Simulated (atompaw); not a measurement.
# u(r) = r·R(r): atom against pseudo-atom (vanadium)

Columns: radius, all-electron u(r) and pseudo u(r) of the 3p shell (level -44.04 eV) of vanadium in the configuration [Ne] 3s2 3p6 3d3 4s2 4p0; PBE, scalar-relativistic, PAW (atompaw) scheme, atompaw 4.2.0.5.

```tsv
r (bohr)	all-electron	pseudo
0.098	-0.4278	0.0443
0.196	-0.5238	0.1693
0.294	-0.2260	0.3525
0.392	0.1862	0.5623
0.490	0.5539	0.7648
0.588	0.8215	0.9307
0.687	0.9854	1.0419
0.785	1.0585	1.0903
0.883	1.0654	1.0833
0.981	1.0274	1.0354
1.079	0.9617	0.9635
1.177	0.8811	0.8811
1.275	0.7944	0.7944
1.373	0.7076	0.7076
1.471	0.6244	0.6244
1.569	0.5469	0.5469
1.667	0.4762	0.4762
1.765	0.4126	0.4126
1.863	0.3562	0.3562
1.962	0.3060	0.3060
2.060	0.2626	0.2626
2.158	0.2249	0.2249
2.256	0.1923	0.1923
2.354	0.1641	0.1641
2.452	0.1399	0.1399
2.550	0.1191	0.1191
```

Question: How many radial nodes do the two functions have?

Answer: The all-electron 3p function has n − l − 1 = 1; the pseudo-wave has 0, since the states of the same l below it are removed with the core.

Question: At about which radius was the pseudo-wave matched?

Answer: 1.20 bohr, where the columns begin to agree (steps of 0.10 bohr).

Question: Is the pseudo-wave norm-conserving?

Answer: No, it belongs to a PAW set: the norm inside the radius is not constrained, and the difference is carried by the augmentation charge.
